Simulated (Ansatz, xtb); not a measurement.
## Ranking isomers of C2H7GeNSi

4 gas-phase structures of C2H7GeNSi, from a drawn sample of its isomers (lower ones may exist). Each was relaxed with GFN2-xTB; where two conformers were screened, the lower at r2SCAN-D4/def2-SVP is listed:

A. `C#C[Si@@H](N)[GeH3]`, a singlet
B. `C#[C][GeH2][SiH2]N`, a singlet
C. `C#C[SiH2][GeH2][NH2]`, a singlet
D. `C#[C][Ge@@H]([NH2])[SiH3]`, a singlet

**Question.** Estimate their order in r2SCAN-D4/def2-SVP energy at these geometries, lowest first.

**Answer.** Calculated order at r2SCAN-D4/def2-SVP: A (0.000), B (0.241), C (0.474), D (0.619) eV.

Energies above the lowest of each column, in eV; the last columns are at B3LYP/def2-SVP geometries:

| structure | GFN2-xTB | HF/STO-3G | r2SCAN-D4/def2-SVP | B3LYP/def2-SVP | CCSD(T)/def2-SVP + ΔMP2/def2-TZVPP |
| --- | --- | --- | --- | --- | --- |
| A | 0.100 | 0.000 | 0.000 | 0.000 | 0.000 |
| B | 0.000 | 0.077 | 0.241 | 0.223 | 0.185 |
| C | 0.375 | 0.201 | 0.474 | 0.459 | 0.485 |
| D | 0.340 | 0.173 | 0.619 | 0.611 | 0.588 |

CCSD(T)/def2-SVP + ΔMP2/def2-TZVPP puts A lowest; GFN2-xTB picks B. Flexible structures stand in one conformer each, not always the lowest. A keeps a small imaginary mode. ΔMP2 is the change of the MP2 energy from the smaller to the larger basis.

Over these structures GFN2-xTB departs from r2SCAN-D4/def2-SVP by 0.130 eV on average once a common shift is removed. A GFN2-xTB relaxation took about 0.074 s and the r2SCAN-D4/def2-SVP energy about 1.1 s on a shared host (Ansatz 0.2.0, xtb 6.7.1).
